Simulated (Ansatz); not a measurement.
CH5BFN, SMILES `CB(N)F`, relaxed with RKS PBE-D4/def2-SVP in Ansatz from a rough embedded geometry. The force threshold is 0.03 eV/Å; the program also tests the step.

The species carries charge 0 and has multiplicity 1.

Start:

```xyz
9

C    -1.087   -0.197   -0.051
B     0.411   -0.329   -0.375
N     1.453    0.241    0.549
F     0.826   -0.933   -1.613
H    -1.665    0.305   -0.862
H    -1.315    0.315    0.930
H    -1.556   -1.227    0.051
H     1.947    1.055   -0.013
H     0.986    0.771    1.384
```

(1) By how much does the energy fall, and how many steps does the optimiser take? (An estimate is asked.)

(2) Which bonds change most? (Estimate.)

(3) Give the relaxed structure. (Estimate.)

## Answers

(1) Computed: 89.39 kJ/mol, in 5 steps.

(2) The calculation gave: B2–N3 from 1.505 to 1.408 Å; N3–H8 from 1.106 to 1.020 Å; B2–F4 from 1.438 to 1.359 Å; N3–H9 from 1.094 to 1.018 Å.

(3) Computed: 
```xyz
9

C    -1.173   -0.259   -0.028
B     0.360   -0.152   -0.385
N     1.319    0.507    0.408
F     0.806   -0.727   -1.533
H    -1.782    0.212   -0.829
H    -1.448    0.213    0.936
H    -1.483   -1.324    0.007
H     2.303    0.556    0.141
H     1.098    0.973    1.285
```
